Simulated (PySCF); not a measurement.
SMILES CC(C)(C)c1ccc(C(F)(F)F)s1 (GFN2-xTB optimised geometry):

```
24

C      2.985    -0.694    -0.392
C      1.782    -0.242    -1.223
C      1.835    -0.913    -2.602
C      1.823     1.282    -1.392
C      0.496    -0.623    -0.547
C      0.293    -1.289     0.625
C     -1.067    -1.469     0.943
C     -1.893    -0.935     0.000
C     -3.376    -0.935     0.000
F     -3.904    -1.555    -1.073
F     -3.874    -1.557     1.079
F     -3.905     0.305     0.000
S     -1.012    -0.201    -1.291
H      2.973    -0.227     0.590
H      3.905    -0.405    -0.895
H      2.987    -1.774    -0.270
H      1.782    -1.994    -2.501
H      1.003    -0.582    -3.219
H      2.763    -0.657    -3.107
H      2.753     1.581    -1.870
H      1.758     1.774    -0.424
H      0.993     1.620    -2.008
H      1.084    -1.647     1.257
H     -1.423    -1.970     1.826
```

Level of theory: PBE/def2-SVP (PySCF 2.14.0).

What are the frontier orbital energies and the dipole moment?

HOMO-2 -8.04 eV, HOMO-1 -6.47 eV, HOMO -5.96 eV, LUMO -1.71 eV, LUMO+1 -0.29 eV; dipole moment 3.51 D.

On the same geometry PBE0/def2-SVP run with PySCF gives HOMO-2 -9.45 eV, HOMO-1 -7.63 eV, HOMO -7.11 eV, LUMO -0.95 eV, LUMO+1 0.68 eV; dipole moment 3.82 D.

Meta-Löwdin charges at PBE/def2-SVP: C1 -0.30, C2 0.07, C3 -0.30, C4 -0.30, C5 -0.09, C6 -0.15, C7 -0.12, C8 -0.17, C9 0.70, F10 -0.25, F11 -0.24, F12 -0.25, S13 0.25, H14 0.10, H15 0.10, H16 0.10, H17 0.10, H18 0.10, H19 0.10, H20 0.10, H21 0.10, H22 0.10, H23 0.12, H24 0.13.
